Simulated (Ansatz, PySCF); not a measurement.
HgCl2, SMILES [Hg]([Cl])[Cl].

Geometry optimised at B3LYP-D3(BJ)/def2-TZVP. The isomer is the one that the SMILES or the coordinates give; other isomers of the formula were not compared. The def2 effective core potentials stand for the cores of Hg; spin–orbit coupling is left out.

Vertical ionisation energy (IE) and electron affinity (EA) in eV. Rows of orbital energies are one-electron estimates. Where ΔSCF, EOM or ADC give a negative EA the extra electron is unbound and the value depends on the basis.

```tsv
level	IE	EA
−ε(HOMO), −ε(LUMO), M06-2X/def2-TZVPD (PySCF)	10.28	1.61
−ε(HOMO), −ε(LUMO), PBE/def2-TZVPD (PySCF)	7.60	3.50
ΔSCF, PBE0/def2-TZVPD (Ansatz), final states of multiplicity 2 and 2	…	…
ΔSCF, PBE/def2-TZVPD (Ansatz), final states of multiplicity 2 and 2	10.63	0.78
```

Question: What belongs in the gaps? (The exact figures need the calculation; the answer reports its results.)

Answer: 
- ΔSCF, PBE0/def2-TZVPD (Ansatz, a program for electronic structure), final states of multiplicity 2 and 2, IE: 11.07
- ΔSCF, PBE0/def2-TZVPD (Ansatz), final states of multiplicity 2 and 2, EA: 0.69

Question: What vertical singlet–triplet gap does ΔSCF give with PBE0/def2-TZVPD (Ansatz) and with PBE/def2-TZVPD (Ansatz)? (The exact figures need the calculation; the answer reports its results.)

Answer: 4.56 and 4.07 eV (triplet above singlet where positive).
